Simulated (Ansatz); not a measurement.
Problem. Name a neutral molecule of C, Cl, F, Ge, O, Se and H with HOMO energy (ωB97M-V/def2-TZVPP) between -10.05 and -9.75 eV and LUMO energy (PBE0/def2-TZVPP) between -1.55 and -1.25 eV (Ansatz, PBE0-D4/def2-TZVP geometry).

Solution. `C[O][Ge]([F])([Cl])[SeH]` (-10.05 eV, -1.31 eV). Other molecules can fit too; these were computed, each in one conformer that needn't be the lowest.
